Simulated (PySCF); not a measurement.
Molfile (atoms numbered from 1):
```
C6H13NO
     RDKit          3D

 21 20  0  0  0  0  0  0  0  0999 V2000
   -2.8624   -0.8458    0.0862 C   0  0  0  0  0  0  0  0  0  0  0  0
   -1.4740   -0.3173    0.4069 C   0  0  0  0  0  0  0  0  0  0  0  0
   -1.1720    1.0207   -0.2527 C   0  0  0  0  0  0  0  0  0  0  0  0
    0.2263    1.5508    0.0431 C   0  0  0  0  0  0  0  0  0  0  0  0
    1.2812    0.6937   -0.4402 N   0  0  0  0  0  0  0  0  0  0  0  0
    2.0901   -0.0201    0.3950 C   0  0  0  0  0  0  0  0  0  0  0  0
    3.0806   -0.9237   -0.3076 C   0  0  0  0  0  0  0  0  0  0  0  0
    2.0157    0.0540    1.6054 O   0  0  0  0  0  0  0  0  0  0  0  0
   -2.9949   -0.9932   -0.9982 H   0  0  0  0  0  0  0  0  0  0  0  0
   -3.6458   -0.1458    0.4195 H   0  0  0  0  0  0  0  0  0  0  0  0
   -3.0509   -1.8122    0.5779 H   0  0  0  0  0  0  0  0  0  0  0  0
   -0.7144   -1.0525    0.0903 H   0  0  0  0  0  0  0  0  0  0  0  0
   -1.3486   -0.2171    1.4985 H   0  0  0  0  0  0  0  0  0  0  0  0
   -1.3112    0.9338   -1.3471 H   0  0  0  0  0  0  0  0  0  0  0  0
   -1.9045    1.7767    0.0810 H   0  0  0  0  0  0  0  0  0  0  0  0
    0.3819    1.6289    1.1295 H   0  0  0  0  0  0  0  0  0  0  0  0
    0.3451    2.5628   -0.3810 H   0  0  0  0  0  0  0  0  0  0  0  0
    1.3733    0.5562   -1.4381 H   0  0  0  0  0  0  0  0  0  0  0  0
    3.7925   -1.3057    0.4329 H   0  0  0  0  0  0  0  0  0  0  0  0
    3.6247   -0.3898   -1.1015 H   0  0  0  0  0  0  0  0  0  0  0  0
    2.5570   -1.7759   -0.7689 H   0  0  0  0  0  0  0  0  0  0  0  0
  1  2  1  0
  2  3  1  0
  3  4  1  0
  4  5  1  0
  5  6  1  0
  6  7  1  0
  6  8  2  0
  1  9  1  0
  1 10  1  0
  1 11  1  0
  2 12  1  0
  2 13  1  0
  3 14  1  0
  3 15  1  0
  4 16  1  0
  4 17  1  0
  5 18  1  0
  7 19  1  0
  7 20  1  0
  7 21  1  0
M  END
```

Geometry: PBE0-D3(BJ)/def2-SVP; GIAO absolute shieldings from PySCF 2.14, gas phase, non-relativistic, averaged over equivalent atoms.

At PBE0/pcSseg-1 (201 basis functions, 33 s wall time on 1 thread of an Arm Neoverse V2, shared host):
| atoms | σ (ppm) |
| --- | --- |
| C6 | 15.7 |
| C4 | 145.8 |
| C3 | 147.6 |
| C7 | 161.0 |
| C2 | 162.2 |
| C1 | 168.1 |
| N5 | 131.7 |
| O8 | -93.4 |
| H18 | 27.28 |
| H16/H17 | 27.89 |
| H19/H20/H21 | 29.46 |
| H12/H13 | 30.04 |
| H14/H15 | 30.19 |
| H9/H10/H11 | 30.31 |

Question: Estimate the result of repeating the calculation with BLYP/pcSseg-1.

Answer: 
| atoms | σ at BLYP/pcSseg-1 | change |
| --- | --- | --- |
| C6 | 10.2 | -5.5 |
| C4 | 134.4 | -11.4 |
| C3 | 134.6 | -13.0 |
| C7 | 152.0 | -9.0 |
| C2 | 149.7 | -12.5 |
| C1 | 157.7 | -10.4 |
| N5 | 118.3 | -13.4 |
| O8 | -97.2 | -3.8 |
| H18 | 27.33 | +0.05 |
| H16/H17 | 27.91 | +0.02 |
| H19/H20/H21 | 29.58 | +0.12 |
| H12/H13 | 30.02 | -0.02 |
| H14/H15 | 30.18 | -0.01 |
| H9/H10/H11 | 30.37 | +0.06 |

The largest change is at N5 (amide-type nitrogen). Cost: 201 basis functions, 41 s wall time on 1 thread of an Arm Neoverse V2, shared host. The order of the carbon signals changes between the two levels.

The C=O carbon of an acid or of an amide with N–H lies up to 10 ppm further downfield in solution, through hydrogen bonding that the calculation lacks.
